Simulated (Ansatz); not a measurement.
Job for Ansatz (a quantum-chemistry and plane-wave program): U-wB97X-V/def2-TZVPP on AlH3Se (SMILES [AlH2][SeH]), a point of a bond scan (R = 3.619 Å).

Ansatz 0.2 input:
```yaml
crystal:
  periodic: [false, false, false]
  atoms:
    - {symbol: Al, position_ang: [0.36409461, 0.02746235, -1.55730963]}
    - {symbol: H, position_ang: [-2.07992923, -1.34616177, -3.84525696]}
    - {symbol: H, position_ang: [1.74544102, 0.64238966, -1.99374994]}
    - {symbol: Se, position_ang: [-0.20119715, -0.03048168, 0.69657830]}
    - {symbol: H, position_ang: [1.06055664, 0.60674232, 1.10718226]}
basis:
  gaussian:
    orbitals: def2-TZVPP
hamiltonian:
  xc: {name: wB97X-V}
magnetization: {spin_polarized: true, initial_magnetization: 0}
```

What total energy does the run end on?

-2645.4186 hartree. Its determinant has ⟨S²⟩ = 0.92, a mixture of spin states.

How many basis functions does it have, and what does it roughly cost on one machine?

132 functions; around 25 core-seconds (rough).
